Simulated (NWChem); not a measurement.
Molecule: PbSiH₃F, singlet; SMILES [F][Pb][SiH3]

Program: NWChem. Low-valent species are run as closed-shell singlets; no triplet was tried in these runs. Coordinates come from a PBE0/def2-SVP optimisation. Not confirmed as a minimum by frequencies. def2 effective core potentials on Pb; no spin-orbit coupling. Ions are spin-unrestricted doublets at the neutral geometry; other ion states weren't tried.

Q: Predict the results for PBE/def2-SVP. Quantities: vertical ionisation energy, ΔSCF (eV); −ε(HOMO) (eV).

A: 
```
Item                                   Result
-------------------------------------  ------
vertical ionisation energy, ΔSCF (eV)    8.23
−ε(HOMO) (eV)                            5.37
```
